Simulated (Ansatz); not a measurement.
Mulliken charges of `NC1O[SiH2][Se]1` from ωB97M-V/def2-TZVPP in Ansatz (PBE0-D4/def2-TZVP geometry).

```json
{"atom": "N1", "x (Å)": "-1.069", "y (Å)": "-1.333", "z (Å)": "0.717", "charge (e)": "-0.250"}
{"atom": "C2", "x (Å)": "-0.423", "y (Å)": "-0.624", "z (Å)": "-0.303", "charge (e)": "0.100"}
{"atom": "O3", "x (Å)": "0.942", "y (Å)": "-0.263", "z (Å)": "-0.043", "charge (e)": "-0.374"}
{"atom": "Si4", "x (Å)": "0.948", "y (Å)": "1.377", "z (Å)": "-0.309", "charge (e)": "0.362"}
{"atom": "Se5", "x (Å)": "-1.282", "y (Å)": "1.179", "z (Å)": "-0.607", "charge (e)": "-0.164"}
{"atom": "H6", "x (Å)": "-0.703", "y (Å)": "-2.273", "z (Å)": "0.814", "charge (e)": "0.116"}
{"atom": "H7", "x (Å)": "-1.031", "y (Å)": "-0.849", "z (Å)": "1.604", "charge (e)": "0.124"}
{"atom": "H8", "x (Å)": "-0.467", "y (Å)": "-1.192", "z (Å)": "-1.233", "charge (e)": "0.148"}
{"atom": "H9", "x (Å)": "1.425", "y (Å)": "2.158", "z (Å)": "0.860", "charge (e)": "-0.032"}
{"atom": "H10", "x (Å)": "1.744", "y (Å)": "1.769", "z (Å)": "-1.499", "charge (e)": "-0.030"}
```

By hand: the dipole of these point charges (1 e Å = 4.8032 D).

Σ q r = (0.050, 0.007, -0.077) e Å, of length 0.092 e Å = 0.44 D.

How does the dipole of the full density compare? (An estimate is asked.)

The calculation gave: (0.177, -0.132, 0.128) e Å, 1.23 D; the point charges give 0.36 times that, at 95° from its direction.

Point charges leave out the atoms' own dipoles, such as those of lone pairs, and Mulliken's split depends on the basis, so the two needn't agree.
